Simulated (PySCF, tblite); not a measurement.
C4H5F3OSi.
Geometry (GFN2-xTB, Å), atoms numbered from 1 in this order:
```
atom  x, y, z in Å
O1    -1.2642    2.0589   -0.7583
C2    -0.3403    1.4878   -0.2365
C3    -0.3278    0.0206   -0.1779
Si4   -1.8994   -0.6803   -1.0012
C5     0.6489   -0.6960    0.3730
C6     1.8774   -0.1162    1.0139
F7     1.5940    0.6887    2.0552
F8     2.6880   -1.0726    1.4842
F9     2.6133    0.6215    0.1614
H10    0.5040    2.0431    0.2022
H11   -1.8835   -0.2610   -2.3970
H12   -3.0436   -0.1825   -0.2481
H13   -1.7866   -2.1370   -0.8876
H14    0.6192   -1.7755    0.3944
```

Jobs on this species (14 atoms, 78 electrons) with PySCF (density fitting) and tblite. Hardware of each: one thread of an Intel Xeon at 2.50 GHz, shared host. The host was shared with other jobs, so the times are rough.

Problem. Rank these jobs by wall time, shortest first.
A. GFN2-xTB; L-BFGS relaxation
B. GFN2-xTB; Hessian by finite differences
C. PBE0/pcSseg-1; shieldings, charges and field gradients; 185 basis functions
D. CAM-B3LYP/def2-SVPD; 8 singlets by full TDDFT, 3 Tamm–Dancoff triplets, polarisability, density and orbital grids written; 236 basis functions

Solution. A (0.91 s), B (1.5 s), C (81 s), D (2.7 min).

All jobs:

| level and settings | work | basis functions | SCF cycles | wall time |
| --- | --- | --- | --- | --- |
| GFN2-xTB | L-BFGS relaxation | – | – | 0.91 s |
| GFN2-xTB | Hessian by finite differences | – | – | 1.5 s |
| PBE0/pcSseg-1 | shieldings, charges and field gradients | 185 | 15 | 81 s |
| CAM-B3LYP/def2-SVPD | 8 singlets by full TDDFT, 3 Tamm–Dancoff triplets, polarisability, density and orbital grids written | 236 | 14 | 2.7 min |

Problem. What do all jobs in the table cost together?

Solution. About 4.1 min; the longest takes about 66 % of that, and about 180 times as long as the shortest.
